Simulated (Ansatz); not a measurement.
The cluster Al₄Sb₃⁺. The state is a singlet with charge 1. Geometry PBE-D4/def2-SVP; atoms count from 1.

Cartesian coordinates in Å:
```
Al 0.914 2.183 0.578
Al -1.987 0.067 -1.409
Al -0.117 -1.576 1.853
Al 0.617 -0.349 -0.530
Sb -0.122 1.914 -1.861
Sb -1.280 -2.306 -0.428
Sb 1.977 0.068 1.798
```

In the def2 sets Sb takes a core potential; there is no spin–orbit coupling. The restricted singlet is unstable towards broken spin symmetry in Hartree–Fock (as tested in another run); at PBE0-D4/def2-TZVP this wasn't settled. The structure comes from a short search, and lower isomers may exist.

Q: Estimate the Mulliken populations from the PBE0/def2-TZVP orbitals of Ansatz.

A: 
| atom | charge (e) |
| --- | --- |
| Al1 | 0.25 |
| Al2 | 0.25 |
| Al3 | 0.25 |
| Al4 | 0.08 |
| Sb5 | 0.06 |
| Sb6 | 0.06 |
| Sb7 | 0.06 |
Mulliken values and Mayer orders depend strongly on the basis.

Q: And the Mayer bond orders between bonded heavy atoms (over 0.3)?

A: Al1–Al4 0.33 (2.78 Å); Al1–Sb5 0.90 (2.66 Å); Al1–Sb7 0.90 (2.66 Å); Al2–Al4 0.33 (2.78 Å); Al2–Sb5 0.90 (2.66 Å); Al2–Sb6 0.90 (2.66 Å); Al3–Al4 0.33 (2.78 Å); Al3–Sb6 0.90 (2.66 Å); Al3–Sb7 0.90 (2.66 Å); Al4–Sb5 0.85 (2.73 Å); Al4–Sb6 0.85 (2.73 Å); Al4–Sb7 0.85 (2.73 Å).
